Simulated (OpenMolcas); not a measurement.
**Computed levels of Er4+**

```
Program             : OpenMolcas
Method              : SS-CASPT2, IPEA 0.25 Eh, imaginary shift 0.1 Eh (closed shells correlated: 5s 5p)
Basis               : ANO-RCC-VQZP [9s8p6d4f3g2h]
Scalar Hamiltonian  : DKH2, point nucleus
Active space        : 10 electrons in 7 orbitals (4f)
State averaging     : 2S+1 = 5 even, 35 roots; 2S+1 = 3 even, 210 roots (148 in the spin-orbit step); 2S+1 = 1 even, 196 roots (105 in the spin-orbit step)
Spin-orbit coupling : state interaction with AMFI integrals over the reference wave functions, term energies averaged over their components
```

With spin-orbit coupling, above the lowest level:

```json
{"Configuration": "4f¹⁰", "Term": "⁵I", "J": "8", "E (cm⁻¹)": "0.0", "g": "1.241", "Term weight %": "93", "Second": "7 ³K(1)"}
{"Configuration": "4f¹⁰", "Term": "⁵I", "J": "7", "E (cm⁻¹)": "6140", "g": "1.174", "Term weight %": "97", "Second": "3 ³K(1)"}
{"Configuration": "4f¹⁰", "Term": "⁵I", "J": "6", "E (cm⁻¹)": "10380", "g": "1.074", "Term weight %": "95", "Second": "4 ³H(1)"}
{"Configuration": "4f¹⁰", "Term": "⁵I", "J": "5", "E (cm⁻¹)": "13370", "g": "0.918", "Term weight %": "89", "Second": "8 ³H(1)"}
{"Configuration": "4f¹⁰", "Term": "⁵I", "J": "4", "E (cm⁻¹)": "15830", "g": "0.625", "Term weight %": "88", "Second": "10 ³H(1)"}
{"Configuration": "4f¹⁰", "Term": "⁵F", "J": "5", "E (cm⁻¹)": "18640", "g": "1.348", "Term weight %": "78", "Second": "17 ³G(1)"}
{"Configuration": "4f¹⁰", "Term": "⁵S", "J": "2", "E (cm⁻¹)": "21680", "g": "1.739", "Term weight %": "64", "Second": "18 ³P"}
{"Configuration": "4f¹⁰", "Term": "⁵F", "J": "4", "E (cm⁻¹)": "22510", "g": "1.336", "Term weight %": "91", "Second": "4 ³F(2)"}
{"Configuration": "4f¹⁰", "Term": "³K(1)", "J": "8", "E (cm⁻¹)": "24730", "g": "1.108", "Term weight %": "73", "Second": "10 ³L"}
{"Configuration": "4f¹⁰", "Term": "⁵F", "J": "3", "E (cm⁻¹)": "24890", "g": "1.246", "Term weight %": "89", "Second": "6 ³D"}
{"Configuration": "4f¹⁰", "Term": "⁵F", "J": "2", "E (cm⁻¹)": "25230", "g": "1.212", "Term weight %": "56", "Second": "20 ⁵S"}
{"Configuration": "4f¹⁰", "Term": "⁵F", "J": "1", "E (cm⁻¹)": "26740", "g": "0.140", "Term weight %": "76", "Second": "22 ³D"}
{"Configuration": "4f¹⁰", "Term": "⁵G", "J": "6", "E (cm⁻¹)": "28020", "g": "1.277", "Term weight %": "67", "Second": "30 ³H(1)"}
{"Configuration": "4f¹⁰", "Term": "³G(1)", "J": "5", "E (cm⁻¹)": "28800", "g": "1.220", "Term weight %": "41", "Second": "23 ⁵G"}
{"Configuration": "4f¹⁰", "Term": "³K(1)", "J": "7", "E (cm⁻¹)": "30530", "g": "1.013", "Term weight %": "85", "Second": "9 ³L"}
{"Configuration": "4f¹⁰", "Term": "⁵G", "J": "4", "E (cm⁻¹)": "31560", "g": "1.106", "Term weight %": "46", "Second": "39 ³G(1)"}
{"Configuration": "4f¹⁰", "Term": "³H(1)", "J": "6", "E (cm⁻¹)": "32560", "g": "1.212", "Term weight %": "63", "Second": "32 ⁵G"}
{"Configuration": "4f¹⁰", "Term": "⁵F", "J": "2", "E (cm⁻¹)": "33530", "g": "1.058", "Term weight %": "30", "Second": "16 ¹D(1)"}
{"Configuration": "4f¹⁰", "Term": "⁵G", "J": "5", "E (cm⁻¹)": "33650", "g": "1.186", "Term weight %": "64", "Second": "26 ³H(1)"}
{"Configuration": "4f¹⁰", "Term": "³L", "J": "9", "E (cm⁻¹)": "34600", "g": "1.102", "Term weight %": "91", "Second": "9 ³M"}
{"Configuration": "4f¹⁰", "Term": "³K(1)", "J": "6", "E (cm⁻¹)": "35100", "g": "0.874", "Term weight %": "91", "Second": "4 ¹I"}
{"Configuration": "4f¹⁰", "Term": "⁵G", "J": "3", "E (cm⁻¹)": "35470", "g": "0.964", "Term weight %": "68", "Second": "11 ³F(2)"}
{"Configuration": "4f¹⁰", "Term": "³H(1)", "J": "4", "E (cm⁻¹)": "35870", "g": "1.044", "Term weight %": "24", "Second": "22 ³F(1)"}
{"Configuration": "4f¹⁰", "Term": "⁵G", "J": "2", "E (cm⁻¹)": "37520", "g": "0.629", "Term weight %": "55", "Second": "17 ³F(1)"}
{"Configuration": "4f¹⁰", "Term": "³P", "J": "1", "E (cm⁻¹)": "39040", "g": "1.051", "Term weight %": "63", "Second": "22 ³D"}
{"Configuration": "4f¹⁰", "Term": "³D", "J": "3", "E (cm⁻¹)": "39210", "g": "1.242", "Term weight %": "72", "Second": "9 ⁵G"}
{"Configuration": "4f¹⁰", "Term": "³L", "J": "8", "E (cm⁻¹)": "40990", "g": "1.011", "Term weight %": "66", "Second": "16 ³M"}
{"Configuration": "4f¹⁰", "Term": "³M", "J": "10", "E (cm⁻¹)": "41730", "g": "1.098", "Term weight %": "98", "Second": "2 ¹N"}
{"Configuration": "4f¹⁰", "Term": "³F(1)", "J": "3", "E (cm⁻¹)": "41900", "g": "0.980", "Term weight %": "44", "Second": "41 ³G(1)"}
{"Configuration": "4f¹⁰", "Term": "⁵G", "J": "4", "E (cm⁻¹)": "42060", "g": "1.094", "Term weight %": "35", "Second": "30 ³G(1)"}
{"Configuration": "4f¹⁰", "Term": "³P", "J": "0", "E (cm⁻¹)": "42630", "g": "", "Term weight %": "100", "Second": ""}
{"Configuration": "4f¹⁰", "Term": "³F(1)", "J": "2", "E (cm⁻¹)": "43210", "g": "0.865", "Term weight %": "37", "Second": "19 ⁵G"}
{"Configuration": "4f¹⁰", "Term": "⁵D", "J": "4", "E (cm⁻¹)": "43430", "g": "1.159", "Term weight %": "35", "Second": "32 ³H(1)"}
{"Configuration": "4f¹⁰", "Term": "³H(1)", "J": "5", "E (cm⁻¹)": "43480", "g": "1.107", "Term weight %": "44", "Second": "34 ³G(1)"}
{"Configuration": "4f¹⁰", "Term": "¹L", "J": "8", "E (cm⁻¹)": "43480", "g": "0.989", "Term weight %": "62", "Second": "18 ³L"}
{"Configuration": "4f¹⁰", "Term": "³P", "J": "2", "E (cm⁻¹)": "44630", "g": "1.198", "Term weight %": "35", "Second": "20 ³D"}
{"Configuration": "4f¹⁰", "Term": "³L", "J": "7", "E (cm⁻¹)": "45190", "g": "0.993", "Term weight %": "44", "Second": "31 ³I"}
{"Configuration": "4f¹⁰", "Term": "³I", "J": "7", "E (cm⁻¹)": "45710", "g": "1.032", "Term weight %": "58", "Second": "41 ³L"}
{"Configuration": "4f¹⁰", "Term": "³F(2)", "J": "4", "E (cm⁻¹)": "46290", "g": "1.227", "Term weight %": "71", "Second": "7 ³F(1)"}
{"Configuration": "4f¹⁰", "Term": "³I", "J": "5", "E (cm⁻¹)": "46810", "g": "0.898", "Term weight %": "67", "Second": "16 ¹H"}
```

Spin-orbit coupling puts the lowest level 9630 cm⁻¹ below the lowest spin-free term.

For ⁵I the intervals divided by the larger J are -492.4, -498.8, -605.3, -767.8 cm-1. Landé's interval rule makes them equal in pure LS coupling; they differ by 47 % of their mean. The multiplet is inverted.

CASPT2 does not keep the components of a term degenerate, so their means are used; among the terms shown or strongly mixed into the levels shown the widest spread is 570 cm-1 (4f¹⁰ ⁵I). High states are left out of the spin-orbit mixing, which shifts the levels that they would mix with. The CASPT2 spread within a term exceeds the gap to the next term for 4f¹⁰ ⁵S and 4f¹⁰ ⁵F, so the order of their levels is uncertain, and so are names and mixing where such terms share a J. Levels of configurations outside the active space are missing. The first state left out of the spin-orbit step lies near 71000 cm-1 above the lowest spin-free state of the reference (among the parities and spins computed), and the list stops at four fifths of that energy or lower. The table shows the lowest 40 of 53 levels.

The term weight is that of the spin-free term in the level, not the purity of its configuration. A number in round brackets counts repeated terms of one configuration in the order of the reference energies.
